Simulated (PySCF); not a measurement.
P(2+): excitation energy

P(2+) [Ne] 3s2 3p1 (2P) → P(2+) [Ne] 3s2 4s1 (2S), as a difference of total energies. Computed with PySCF 2.14 in aug-cc-pVTZ-DK, with scalar relativity by spin-free X2C-1e. Correlated levels: valence: [Ne] frozen. The calculations carry no spin-orbit coupling.

```json
{"method": "UHF", "excitation energy (eV)": "14.522"}
{"method": "SCS-MP2 (valence)", "excitation energy (eV)": "14.533"}
{"method": "CCSD (valence)", "excitation energy (eV)": "14.623"}
{"method": "CCSD(T) (valence)", "excitation energy (eV)": "14.598"}
```

Problem. Estimate what CCSDT (valence) gives.

Solution. 14.593 eV, closest to CCSD(T) (valence) among the rows shown.

Problem. Estimate what MP2 (valence) gives.

Solution. 14.504 eV, closest to UHF among the rows shown.

A first-order spin-orbit estimate (lowest level to lowest level, LS coupling) adds 0.041 eV.

The promoted electron is Rydberg-like, and one or two diffuse shells describe it only roughly, which tends to raise the upper state.
